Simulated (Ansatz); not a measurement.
The inner images of a band of BrH + ClFGeH2O (8 atoms, charge 0, multiplicity 1) are given out of order.

Level of theory: RKS PBE-D4/def2-SVP in Ansatz 0.2.0.

Image 0:

```xyz
8
Properties=species:S:1:pos:R:3
Ge -0.181 -0.139 -0.101
O -0.130 0.074 1.679
H -1.021 0.099 2.081
H 1.221 0.134 -0.658
Cl -1.748 1.083 -0.925
F -0.649 -1.795 -0.398
Br 1.799 2.685 1.899
H 0.929 1.519 2.038
```

Image 8:

```xyz
8
Properties=species:S:1:pos:R:3
Ge -0.114 0.644 -0.193
O 0.771 -0.304 2.070
H -0.137 -0.626 2.245
H 1.101 -0.221 -0.549
Cl -1.064 1.207 -2.065
F -1.428 -0.219 0.613
Br 0.271 2.663 0.892
H 0.821 0.515 2.602
```

Put them in order from the first end to the last, with their energies above the first end.
A.
```xyz
8
Properties=species:S:1:pos:R:3
Ge 0.085 0.506 -0.113
O 0.414 -0.079 2.109
H -0.448 -0.539 2.212
H 1.324 -0.173 -0.725
Cl -1.271 1.401 -1.570
F -1.052 -0.814 0.300
Br 0.839 2.569 0.838
H 0.330 0.788 2.564
```
B.
```xyz
8
Properties=species:S:1:pos:R:3
Ge 0.211 0.333 -0.063
O -0.010 0.061 2.005
H -0.929 -0.194 2.235
H 1.486 -0.091 -0.820
Cl -1.420 1.435 -0.973
F -0.619 -1.246 -0.032
Br 1.301 2.371 0.956
H 0.201 0.991 2.309
```
C.
```xyz
8
Properties=species:S:1:pos:R:3
Ge -0.047 -0.032 -0.020
O -0.035 -0.004 1.800
H -0.926 -0.136 2.183
H 1.377 -0.001 -0.587
Cl -1.445 1.392 -0.816
F -0.770 -1.590 -0.328
Br 1.404 2.606 1.413
H 0.663 1.426 1.970
```
D.
```xyz
8
Properties=species:S:1:pos:R:3
Ge 0.064 0.129 -0.035
O -0.010 0.071 1.874
H -0.913 -0.087 2.227
H 1.455 -0.041 -0.648
Cl -1.442 1.415 -0.860
F -0.706 -1.444 -0.198
Br 1.310 2.458 1.242
H 0.464 1.159 2.014
```
E.
```xyz
8
Properties=species:S:1:pos:R:3
Ge 0.166 0.442 -0.089
O 0.192 0.013 2.069
H -0.662 -0.446 2.222
H 1.406 -0.135 -0.800
Cl -1.365 1.451 -1.266
F -0.814 -1.043 0.133
Br 1.123 2.485 0.839
H 0.174 0.895 2.508
```
F.
```xyz
8
Properties=species:S:1:pos:R:3
Ge -0.133 -0.139 -0.066
O -0.068 -0.015 1.725
H -0.955 -0.051 2.134
H 1.293 0.000 -0.608
Cl -1.552 1.274 -0.848
F -0.782 -1.721 -0.422
Br 1.581 2.768 1.700
H 0.837 1.545 2.000
```
G.
```xyz
8
Properties=species:S:1:pos:R:3
Ge -0.004 0.567 -0.153
O 0.618 -0.183 2.116
H -0.267 -0.597 2.211
H 1.223 -0.210 -0.658
Cl -1.168 1.317 -1.833
F -1.259 -0.522 0.479
Br 0.545 2.610 0.874
H 0.532 0.677 2.579
```

F (+0.01 eV), C (+0.10 eV), D (+0.34 eV), B (+0.11 eV), E (+0.04 eV), A (-0.09 eV), G (-0.32 eV).

The run took 3.5 min on 4 threads of Intel(R) Xeon(R) Platinum 8259CL CPU @ 2.50GHz (Skylake/Cascade Lake) (shared host), peak memory 0.24 GiB.
